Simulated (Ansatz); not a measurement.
H7InO4Si, SMILES `[OH][In-]([OH])([OH])[OH+][SiH3]`. Total charge 0; spin multiplicity 1. Correlated methods include outer-core shells of In, which these sets cover unevenly. In: def2 effective core potential.

```xyz
13

O    -0.4654    2.3543    1.7294
In   -0.4719    1.3285    0.0384
O    -2.1260    0.4741   -0.6426
O     1.0626    1.5216   -1.2700
O     0.8512   -0.5624    0.2421
Si    0.4585   -2.1886    0.1995
H     0.3752    2.7956    1.8736
H    -2.8929    0.6752   -0.1015
H     0.8053    1.6822   -2.1797
H     1.3554   -0.1642   -0.5019
H     1.6838   -2.9850    0.4547
H    -0.5299   -2.3831    1.2807
H    -0.1059   -2.5483   -1.1228
```

(1) Give the diagnostics of a CCSD(T)/def2-TZVPP run (frozen core, Ansatz 0.2.0). (Best estimate.)

Results:

(1) Ansatz gave: T1 = 0.0151, largest single amplitude 0.038, largest double 0.015, (T) share of the correlation energy 3.4 %, 11 CCSD cycles. The RHF solution is stable towards an unrestricted one. T1 lies under the customary mark of 0.02 for closed shells.
